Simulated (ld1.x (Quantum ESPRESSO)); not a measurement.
barium PAW: all-electron and pseudo phase curves

ld1.x (Quantum ESPRESSO) 7.5 input, shortened:

```
&input
   title='Ba', zed=56., rel=1, dft='PBE', iswitch=3,
   config='[Xe] 5d0 6s1 6p0'
 /
 &inputp
   pseudotype=3, lpaw=.true., tm=.true., lloc=-2, rcloc=2.75,
   nlcc=.true., rcore=2.75,
   which_augfun='GAUSS', rmatch_augfun=1.75
 /
6
5S  1  0   2.00   0.00  2.30  3.10  0.0
6S  2  0   1.00   0.00  2.30  3.10  0.0
5P  2  1   6.00   0.00  2.95  3.40  0.0
6P  3  1   0.00   0.00  2.95  3.40  0.0
5D  3  2   0.00   0.00  3.40  4.35  0.0
5D  3  2   0.00   0.55  3.40  4.35  0.0
 &test
   configts(1)='5s2 5p6 5d0 6s1 6p0'
 /
```

The phase is arctan(r·u′/u) with u = r·R(r), unwrapped; energies in Ry, scanned from -5 to 5 Ry. A pole is an energy at which the radial function vanishes at the test radius. The pseudo phase is shifted by a multiple of π to meet the all-electron one at the reference energy, and phase errors are pseudo minus all-electron; the curves can meet again beyond the range given. Levels narrower than the energy grid can be missing from the lists of poles.

| channel | radius (bohr) | reference energy (Ry) | poles, all-electron | poles, pseudo | unbroken range about the reference energy with phases within 0.05 rad | phase error 1 Ry above the reference energy (rad) |
| --- | --- | --- | --- | --- | --- | --- |
| p | 4.68 | -0.37 | -1.78, 0.52, 3.50 | -1.78, 0.49, 2.73 | below 1.1 | -0.011 |
| d | 4.68 | -0.52 | -0.38, 1.58, 4.79 | -0.38, 1.50, 4.42 | below 2.0 | -0.001 |

The ghost test of this file was not conclusive. Its overlap operator is not positive definite in a basis up to 400 Ry (lowest eigenvalue s -0.15), so the file is unfit for use: the generalised eigenproblem breaks down once the basis is large enough, and its test numbers describe a broken file.

Phases in the p channel:

| E (Ry) | all-electron | pseudo |
| --- | --- | --- |
| -5.00 | 1.468 | 1.468 |
| -4.74 | 1.465 | 1.465 |
| -4.48 | 1.462 | 1.462 |
| -4.22 | 1.458 | 1.458 |
| -3.96 | 1.454 | 1.454 |
| -3.70 | 1.448 | 1.448 |
| -3.44 | 1.443 | 1.443 |
| -3.18 | 1.436 | 1.436 |
| -2.92 | 1.429 | 1.429 |
| -2.66 | 1.419 | 1.419 |
| -2.40 | 1.407 | 1.407 |
| -2.14 | 1.390 | 1.390 |
| -1.88 | 1.340 | 1.339 |
| -1.62 | -1.759 | -1.759 |
| -1.36 | -1.802 | -1.802 |
| -1.10 | -1.855 | -1.855 |
| -0.84 | -1.949 | -1.949 |
| -0.58 | -2.193 | -2.193 |
| -0.32 | -3.286 | -3.286 |
| -0.06 | -4.350 | -4.353 |
| 0.20 | -4.593 | -4.597 |
| 0.46 | -4.696 | -4.703 |
| 0.72 | -4.763 | -4.777 |
| 0.98 | -4.825 | -4.856 |
| 1.24 | -4.907 | -4.999 |
| 1.50 | -5.065 | -5.640 |
| 1.76 | -5.667 | -7.393 |
| 2.02 | -7.213 | -7.682 |
| 2.28 | -7.592 | -7.775 |
| 2.54 | -7.710 | -7.826 |
| 2.80 | -7.770 | -7.864 |
| 3.06 | -7.808 | -7.897 |
| 3.32 | -7.837 | -7.933 |
| 3.58 | -7.861 | -7.978 |
| 3.84 | -7.884 | -8.051 |
| 4.10 | -7.908 | -8.215 |
| 4.36 | -7.937 | -8.929 |
| 4.62 | -7.976 | -10.419 |
| 4.88 | -8.042 | -10.735 |
